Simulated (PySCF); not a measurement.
Potential energy of GeO along the bond

Set-up: basis Ge def2-TZVPP, O def2-TZVPP; no relativity; PySCF 2.14. Energies in eV from Ge + O in their ground configurations at the same level. All curves are PBE0. state 1: ¹Σ⁺ (singlet), closed shell; state 2: triplet, unpaired electrons π ↑↑, a mixture of terms (⟨Lz²⟩ = 2.0), a second solution, started from another occupation; state 3: ⁵Π (quintet), unpaired electrons σ ↑, π ↑↑↑, a second solution, started from another occupation.

| R (Å) | state 1 | state 2 | state 3 |
| --- | --- | --- | --- |
| 1.399 | -4.637 | 1.313 | 5.0894 |
| 1.464 | -5.735 | -0.414 | 3.3283 |
| 1.529 | -6.335 | -1.613 | 2.0903 |
| 1.578 | -6.544 | -2.250 | 1.4202 |
| 1.627 | -6.598 | -2.714 | 0.9203 |
| 1.676 | -6.533 | -3.039 | 0.5545 |
| 1.741 | -6.308 | -3.306 | 0.2254 |
| 1.822 | -5.876 | -3.442 | -0.0047 |
| 1.920 | -5.224 | -3.407 | -0.1158 |
| 2.050 | -4.261 | -3.161 | -0.1272 |

Task: Put a parabola through the three lowest points of the state 1 curve and estimate Re, k and ωe (reduced mass 13.15 u; 1 eV/Å² = 0.16022 mdyn/Å; ωe = 1302.8·√(k/μ) cm⁻¹).

Result: Through R = 1.578, 1.627, 1.676 Å the second-order coefficient is 24.8 eV/Å², so Re ≈ 1.625 Å, k ≈ 7.94 mdyn/Å and ωe ≈ 1012 cm⁻¹. A polynomial fit of higher order to the unrounded PBE0 energies gives Re = 1.623 Å, k = 8.18 mdyn/Å, ωe = 1027 cm⁻¹; anharmonicity and rounding make the difference.

The higher-order fit for each curve: state 1: Re = 1.623 Å, ωe = 1027 cm⁻¹, De = 6.60 eV; state 2: Re = 1.850 Å, ωe = 641 cm⁻¹, minimum 3.45 eV below the ground-state fragments. State 3 gave no clean fit.

Counting both spins, an empty level lies below a filled one in some of these solutions, because spin and occupation are held.
